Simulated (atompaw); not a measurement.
## What one change does to a pseudopotential (fluorine (F), PAW (atompaw))

```json
{
  "Element": "fluorine (F)",
  "Generator": "atompaw 4.2.0.5",
  "Type": "PAW",
  "Functional": "PBE",
  "Relativity": "scalar-relativistic",
  "Frozen core": "[He]",
  "Valence charge": "7",
  "Reference configuration": "2s2 2p5",
  "Partial waves": "2s (bound): rc 1.65 bohr; 2s channel at -1.7 Ry: rc 1.65 bohr; 2p (bound): rc 1.65 bohr; 2p channel at 0.4 Ry: rc 1.65 bohr",
  "Local potential": "bessel scheme, radius 1.35 bohr",
  "Core correction": "smooth core density matched at 0.95 bohr",
  "Augmentation charge": "besselshape compensation charge, radius 1.55 bohr; PAW radius 1.65 bohr; waves and projectors: custom rrkj gramschmidtortho"
}
```

Change: reference 2s2 2p4.

Cutoffs: the cutoffs (Ry, on a coarse ladder) from which the occupation-weighted sum of valence levels, in a spherical-Bessel basis at the reference potential, stays within 10 and 1 mRy of its value at 400 Ry; they do not see the model core or the augmentation charge, which bear on the density cutoff.

Problem. What does the change do?

Solution. The potential gets neither clearly harder nor softer (25 Ry and 45 Ry → 25 Ry and 45 Ry); the range in which the s phases agree narrows (upper end at the end of the scan → 2.4); neither file shows a bound ghost.

```csv
quantity,base,changed
"cutoff, loose",25 Ry,25 Ry
"cutoff, tight",45 Ry,45 Ry
bound ghosts,none,none
s: phases at 1.66 bohr within 0.05 rad from the reference energy up to (Ry; the scan ends near 5),to the end of the scan,2.4
p: phases at 1.66 bohr within 0.05 rad from the reference energy up to (Ry; the scan ends near 5),4.5,to the end of the scan
lowest overlap eigenvalue by channel,"s 0.56, p 0.64","s 0.16, p 0.18"
```

 The cutoffs see the waves, projectors and local potential, not the compensation charge or the core.
